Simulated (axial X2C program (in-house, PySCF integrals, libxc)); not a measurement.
**Potential curves of TcO, with spin–orbit coupling**

Calculated with an axial X2C code built on PySCF integrals. Two-component (2c) means X2C with spin–orbit coupling and atomic mean-field two-electron Coulomb and Gaunt terms. Basis: Tc dyall-cv3z [12s12p8d5f3g], O dyall-av3z [7s6p3d2f] (cores contracted in-house); Gaussian nuclei, density fitting, unrestricted open shells. Masses: Tc 98.907 u, O 15.995 u.

State: Ω = 5/2 (⟨Sz⟩ = 2.49, ⟨Lz⟩ = 0.01 at PBE0). Energies in cm⁻¹ from the fragments at the same level (Tc + O). Fits are polynomials in 1 − R0/R over 0.85 to 1.23 times the lowest point R0.

```tsv
R (Å)	PBE0
1.5597	-38481
1.6112	-41687
1.6626	-43354
1.7140	-43822
1.7740	-43219
1.8340	-41712
1.9111	-38885
2.0054	-34645
2.1425	-28031
```

Occupations by symmetry block were frozen at the best pattern of an incomplete PBE0 search. Dissociation energies refer to the lowest single-determinant-based atoms at the same level and basis. Density functionals use the spin component along the axis (collinear). The 2c atoms are single determinants rather than J levels; their spin–orbit lowering is only partly caught, and De is too large by that part. This holds for PBE0. PBE0 can misorder states that lie within some tenths of an eV, so this need not be the ground state of the molecule. The nearest other 2c determinant of the search, Ω = 9/2, lies 0.92 eV up at the distance of the search. The functionals have no current-density term, which raises determinants with orbital currents, atoms included. With several unpaired electrons one determinant need not be a pure state. Some points did not converge and are left out. This is the top spin component of a Σ state; components of lower Ω are not single determinants and can lie lower.

(1) What are Re, ωe and De at the PBE0 level?

Answers

(1) At PBE0, 2c: Re = 1.712 Å, ωe ≈ 927 cm⁻¹, De = 5.43 eV to Tc + O; Be follows as 0.418 cm⁻¹.
